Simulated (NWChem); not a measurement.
A series in which one site is exchanged, each optimised at B3LYP/6-31G* with NWChem, gas phase unless a solvent is named. Pople sets run with spherical d functions.

A: [GaH2][NH2] (GaNH4; site = Ga)
B: BN (BNH₄; site = B)
C: [NH2][AlH2] (AlNH$_{4}$; site = Al)

| quantity | A | B | C |
|---|---|---|---|
| dipole (D), B3LYP/6-31G* | 1.20 | … | 1.46 |
| orbital gap (eV), B3LYP/6-31G* | 6.01 | … | 6.32 |
| highest harmonic frequency (cm⁻¹), B3LYP/6-31G* | 3685 | … | 3658 |
| static polarisability, PBE/def2-SVPD (bohr³) | 43.3 | … | 41.9 |

Q: Fill in the missing entries.

A: 
- dipole (D), B3LYP/6-31G*, B: 2.13
- orbital gap (eV), B3LYP/6-31G*, B: 8.67
- highest harmonic frequency (cm⁻¹), B3LYP/6-31G*, B: 3669
- static polarisability, PBE/def2-SVPD (bohr³), B: 27.1
